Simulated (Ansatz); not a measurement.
System: C₂H₉Si₂ (charge -1, singlet). It need not be the lowest isomer of its formula. Whether it binds its extra electron was not tested at this geometry. 
Coordinates optimised at B3LYP-D3(BJ)/def2-TZVP (Ansatz, a quantum-chemistry and plane-wave program):
```
Si
H 1 1.5121
C 1 1.9152 2 103.50
H 3 1.0928 1 110.56 2 64.99
H 3 1.0942 4 107.39 1 -119.88
H 3 1.0949 4 108.35 5 -116.47
C 1 1.9162 2 103.11 3 -108.20
H 7 1.0928 1 110.25 2 -66.72
H 7 1.0937 8 107.30 1 119.37
H 7 1.0965 8 108.39 9 116.79
Si 1 2.3591 2 113.20 7 -130.34
H 11 1.5368 1 92.92 2 74.25
H 11 1.5395 12 94.79 1 -91.74
```
Charge -1, spin multiplicity 1.

Basis-set convergence of Hartree-Fock and MP2 correlation energies (hartree) with Ansatz. Valence correlation only, unless marked. No spin-orbit coupling. Non-relativistic. This anion needs diffuse functions, which these sets lack.

```json
[
 {"basis": "cc-pV(D+d)Z", "functions": "119", "E(HF)": "-658.83989", "E(corr, MP2)": "-0.51169"},
 {"basis": "cc-pV(T+d)Z", "functions": "264", "E(HF)": "-658.89029", "E(corr, MP2)": "-0.63227"},
 {"basis": "cc-pV(Q+d)Z", "functions": "508", "E(HF)": "[?]", "E(corr, MP2)": "[?]"}
]
```

What belongs in the gaps?


- cc-pV(Q+d)Z, E(HF): -658.90341
- cc-pV(Q+d)Z, E(corr, MP2): -0.67424
